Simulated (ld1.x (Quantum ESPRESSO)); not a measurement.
## Configuration tests for vanadium (TM)

| Quantity | Value |
| --- | --- |
| Element | vanadium (V) |
| Generator | ld1.x (Quantum ESPRESSO) 7.5 |
| Type | norm-conserving Troullier–Martins (Kleinman–Bylander form) |
| Functional | PW91 |
| Relativity | scalar-relativistic |
| Frozen core | [Ne] |
| Valence charge | 13 |
| Reference configuration | 3s2 3p6 3d3.5 4s1.5 4p0 |
| Partial waves | 3s (bound): rc 1.35 bohr; 3p (bound): rc 1.35 bohr; 3d (bound): rc 1.55 bohr |
| Local potential | the d channel |
| Core correction | none |

Occupied shells without a wave of their own: 4s. They enter only through the test configuration that unscreens the potential.

Energies are relative to the spin-unpolarised reference configuration 3s2 3p6 3d3.5 4s1.5 4p0; without spin polarisation the order of configurations can differ from experiment.

```csv
valence configuration,charge,ΔE all-electron (eV),error AE − PS (meV)
3s2 3p6 3d3 4s2 4p0,0,-0.045,+120
3s2 3p6 3d3 4s0 4p0,+2,22.064,-609
3s2 3p6 3d3 4s0 4p1,+1,11.858,-562
3s1 3p6 3d3 4s2 4p0,+1,77.399,+426
3s2 3p5 3d3 4s2 4p0,+1,50.956,+474
```

(1) What are ΔE and the potential's error for 3s2 3p6 3d3 4s1 4p1?

(2) What are ΔE and the potential's error for 3s2 3p6 3d3 4s1 4p0?

Levels in the configuration 3s1 3p6 3d3 4s2 4p0:

```csv
level,all-electron (eV),pseudo (eV)
3s,-85.254,-84.686
3p,-58.802,-58.178
3d,-18.689,-18.061
4s,-12.741,-13.165
```

## Answers

(1) ΔE = 3.318 eV all-electron; the error (AE − PS) is -161 meV.

(2) ΔE = 7.740 eV all-electron; the error (AE − PS) is -139 meV.

ld1.x printed “convergence not achieved” for 7 of the counted tests; their residual had stalled under 1e-8, short of the target of 1e-14. The 4s level has no wave, so the channel is fitted at the deeper level alone: the likely source of the large errors.
